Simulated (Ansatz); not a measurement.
Stretching the Si3–H4 bond in H4MgSi (SMILES [MgH][SiH3]) (multiplicity 1 held, fragments rigid). Energies count from the point at 1.491 Å.
Geometry at that point (charge 0, multiplicity 1):
```xyz
6

Mg    -1.27393    -0.69924    -0.17849
H     -2.75464    -1.51198    -0.38596
Si     0.97177     0.53339     0.13616
H      1.61306     0.24974     1.45236
H      0.83766     2.01691     0.06363
H      1.98630     0.16876    -0.89431
```

R- and RO- levels are restricted; in cc, def2 and unpolarised 6-31G sets they are followed outwards from rest. Unrestricted levels (U-) break spin symmetry where that is lower. Active spaces are followed from a long bond inwards. Curves can end on different states.

Frozen-core correlation.

Programs: Ansatz (Gaussian basis) for Hartree–Fock, density functionals and correlated methods. 

Energies in kJ/mol.

```
R (Å)  R-r2SCAN/def2-TZVPP  U-wB97X-V/def2-TZVPP  R-CCSD/def2-TZVPP  U-CCSD(T)/def2-TZVPP  FIC-MRCISD+Q on CASSCF(2,2)/def2-TZVPP
-----  -------------------  --------------------  -----------------  --------------------  --------------------------------------
1.193                  119                   120                119                   119                                     119
1.342                   24                    24                 23                    23                                      23
1.491                    0                     0                  0                     0                                       0
1.640                   14                    15                 15                    15                                      15
1.790                   47                    50                 49                    48                                      48
2.013                  110                   117                114                   112                                     111
2.237                  175                   188                179                   176                                     174
2.610                  271                   293                270                   267                                     259
2.983                  345                   344                333                   328                                     314
3.430                  407                   365                377                   356                                     347
4.027                  458                   373                401                   364                                     361
4.772                  491                   374                410                   365                                     365
```

Doubts at one or more of the structures used: a restricted determinant that unrestricted orbitals would lower (R-r2SCAN/def2-TZVPP, R-CCSD/def2-TZVPP); a spin-contaminated determinant (U-wB97X-V/def2-TZVPP, U-CCSD(T)/def2-TZVPP); T1 above 0.05 (R-CCSD/def2-TZVPP, U-CCSD(T)/def2-TZVPP); other coupled-cluster roots lie near (R-CCSD/def2-TZVPP).

Ansatz is a program for electronic structure.
